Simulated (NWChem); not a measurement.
Species: CHCl2 cation

Results from NWChem. Pople sets run with spherical d functions. Geometry: optimised at B3LYP/6-31G* (spherical d). COSMO at B3LYP/6-31G*, default radii, gas-phase geometry; f = (ε − 1)/ε scales the surface charges.

```
row            f  electrostatic solvation energy (kcal/mol)
--------  ------  -----------------------------------------
ε = 4.8   0.7917                                     -52.21
ε = 11.7  0.9145                                   withheld
ε = 20.7  0.9517                                     -62.85
ε = 37.5  0.9733                                     -64.29
ε = 46.7  0.9786                                     -64.64
```

Fit a straight line of the last column on the one before it, predict the withheld value, and compare with the run.


1. Means of the 4 shown rows: x = 0.92383, y = -60.998. Slope Σ(x − x̄)(y − ȳ)/Σ(x − x̄)² = -1.575/0.02368 = -66.51; intercept 0.446.
2. The shown rows scatter about the line by 0.001 (root mean square); the largest residual is 0.00, at ε = 37.5.
3. At x = 0.9145 (ε = 11.7; inside the shown range) the line gives -60.38.
4. The run gives -60.38, 0.00 from the line.
